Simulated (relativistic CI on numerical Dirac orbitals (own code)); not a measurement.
Sc⁺: resonant inelastic scattering at the L2,3 edge

Computed with this model: Dirac-Coulomb-Breit CI, separate exchange-only KLI orbitals for each configuration, model QED, valence Slater integrals scaled by 0.8, Kramers-Heisenberg scattering through one core-hole configuration in a parametric crystal field; configurations [Ar] 3d2 → [He] 2s2 2p5 3s2 3p6 3d3; 80 K; core-hole width 0.24 eV; summed over polarisations. Incident energies are the highest absorption maxima for each field (at most a few, so the weaker spin-orbit partner edge can be absent), on the computed scale of the free ion. Intensities are in per cent of the strongest line above 0.02 eV; levels within 1 cm⁻¹ are merged; final levels count from the ground level, the first row holds all elastic scattering, lines under 0.4 are left out and each table stops after 24 rows. The scale of the Slater integrals is a model choice and moves the terms in proportion. The configuration is assumed, with all valence electrons in the open shell; the free ion's ground configuration is another.

Field parameters in Wybourne normalisation: Oh B⁴₀ = 21Dq, B⁴₄ = √(5/14) B⁴₀. The field is a parameter set, without covalency.

S is read from ⟨S²⟩ = S(S + 1).

Oh, 10Dq = 2400 cm⁻¹:

```csv
Final level (eV),Degeneracy,Irrep,S,400.2 eV,401 eV,405.2 eV
0.000,2,E,1.00,1225.9,321.9,407.0
0.000,3,T2,1.00,121.1,13.9,53.3
0.007,3,T1,1.00,39.6,9.2,33.1
0.010,1,A1,1.00,21.6,1.8,18.3
0.252,1,A2,1.00,40.2,14.8,6.9
0.253,3,T2,1.00,50.8,15.3,27.8
0.255,5,E+T1,1.00,91.1,48.4,42.4
0.552,3,T2,1.00,11.6,41.8,47.8
0.854,3,T2,0.00,26.8,87.8,91.7
0.906,2,E,0.00,13.2,23.7,96.9
1.155,1,A1,1.00,2.7,6.5,71.4
1.157,3,T1,1.00,7.6,4.7,18.4
1.161,5,E+T2,1.00,9.6,71.2,56.5
1.351,3,T2,0.00,7.9,53.7,100.0
1.472,3,T1,0.00,5.9,6.8,58.7
1.482,1,A1,0.00,3.6,1.3,22.0
1.596,2,E,0.00,3.7,7.7,23.5
3.244,1,A1,0.00,0.2,0.0,9.4
```

Oh, 10Dq = 5350 cm⁻¹:

| Final level (eV) | Degeneracy | Irrep | S | 400.3 eV | 404.7 eV | 405.4 eV |
| --- | --- | --- | --- | --- | --- | --- |
| 0.000 | 2 | E | 1.00 | 1197.8 | 221.9 | 446.8 |
| 0.000 | 3 | T2 | 1.00 | 94.8 | 12.1 | 68.3 |
| 0.007 | 3 | T1 | 1.00 | 54.8 | 25.7 | 37.4 |
| 0.010 | 1 | A1 | 1.00 | 37.8 | 30.5 | 4.8 |
| 0.582 | 1 | A2 | 1.00 | 16.6 | 23.8 | 9.1 |
| 0.583 | 3 | T2 | 1.00 | 42.4 | 52.0 | 46.4 |
| 0.586 | 5 | E+T1 | 1.00 | 83.9 | 40.4 | 68.1 |
| 0.878 | 3 | T2 | 0.00 | 26.5 | 44.6 | 88.5 |
| 0.913 | 2 | E | 0.00 | 15.4 | 17.5 | 39.4 |
| 1.248 | 3 | T2 | 1.00 | 11.2 | 19.6 | 68.2 |
| 1.450 | 1 | A1 | 1.00 | 4.8 | 6.5 | 87.1 |
| 1.452 | 3 | T1 | 1.00 | 26.6 | 17.4 | 26.5 |
| 1.455 | 5 | E+T2 | 1.00 | 23.3 | 34.4 | 37.0 |
| 1.621 | 3 | T2 | 0.00 | 11.0 | 23.6 | 100.0 |
| 1.695 | 1 | A1 | 0.00 | 5.6 | 7.2 | 37.9 |
| 1.803 | 3 | T1 | 0.00 | 11.5 | 17.4 | 79.8 |
| 2.250 | 2 | E | 0.00 | 0.9 | 5.0 | 22.5 |
| 3.692 | 1 | A1 | 0.00 | 0.4 | 13.4 | 13.0 |

Oh, 10Dq = 8350 cm⁻¹:

```csv
Final level (eV),Degeneracy,Irrep,S,400.5 eV,404.3 eV,405 eV
0.000,5,E+T2,1.00,782.3,224.7,416.4
0.006,3,T1,1.00,52.9,22.2,29.0
0.010,1,A1,1.00,37.1,29.9,13.3
0.879,3,T2,0.02,24.6,29.2,100.0
0.903,2,E,0.00,16.8,15.2,28.0
0.932,1,A2,1.00,9.3,13.4,23.5
0.933,3,T2,0.99,30.2,22.6,79.7
0.935,5,E+T1,1.00,59.7,48.8,45.1
1.778,1,A1,1.00,2.1,3.6,14.3
1.780,3,T1,1.00,15.9,27.5,50.0
1.782,5,E+T2,1.00,17.0,43.1,44.4
1.820,1,A1,0.01,6.3,23.0,6.7
1.945,3,T2,0.07,15.8,14.1,20.5
1.970,3,T2,0.98,7.2,13.2,19.3
2.152,3,T1,0.00,10.3,27.5,21.4
2.958,2,E,0.00,1.3,9.1,5.3
4.266,1,A1,0.00,0.1,17.6,15.7
```

For the first field the strongest loss at the lowest incident energy is the level at 0.26 eV (S = 1.00, against 1.00 in the thermal ground state). Levels of other spin, the first over 8 % at 0.85 eV, appear because spin-orbit coupling of the core hole, and in heavier ions of the valence shell too, mixes spins.
